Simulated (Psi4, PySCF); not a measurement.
H₃BClN (SMILES NBCl), singlet, at a GFN2-xTB geometry, atoms displaced at random by about 0.08 Å a coordinate. Base run: TPSS/cc-pVDZ, gradient (PySCF).

The PySCF input:
```python
from pyscf import gto, scf, dft

mol = gto.M(
    atom='''
B    -0.86065389   -0.14698159    0.10586876
H    -1.55245657   -0.81432780    0.85545419
Cl    0.87508406   -0.42894182    0.29798149
N    -1.21310282    0.74237836   -0.61748638
H    -2.22582467    1.03762190   -0.95268544
H    -0.66352420    1.34865149   -1.38436062
''',
    basis='cc-pvdz',
    verbose=4,
)

mf = dft.RKS(mol)
mf.xc = 'tpss'
mf.kernel()
g = mf.nuc_grad_method()
grad = g.kernel()
```

Programs used: Psi4, PySCF; a row that names a program was run with it.

The coordinate followed is y of atom 5.

Each row names what was changed in the base input (with any setting that the change needs).

| change | dE/dx (Eh/bohr) | net force (Eh/bohr) |
|---|---|---|
| base | 0.023932 | 0.000042 |
| conv_tol = 1e-6 | 0.023928 | 0.000042 |
| finite difference step (bohr) = 1e-3; conv_tol = 1e-11 | 0.023932 | - |
| grids.level = 5; grid_response = off | 0.023931 | 0.000001 |
| density fitting = on | 0.023933 | 0.000042 |
| grids.level = 0; grid_response = off | 0.024067 | 0.001059 |
| finite difference step (bohr) = 1e-5; conv_tol = 1e-11 | 0.023932 | - |
| finite difference step (bohr) = 1e-4; conv_tol = 1e-11 | 0.023932 | - |
| conv_tol = 1e-4 | 0.023906 | 0.000042 |
| grids.level = 0; grid_response = on | 0.025693 | 0.000000 |
| code = psi4 | 0.023929 | 0.000043 |
| finite difference step (bohr) = 0.05; conv_tol = 1e-11 | 0.023943 | - |

The net force is zero for an exact gradient.
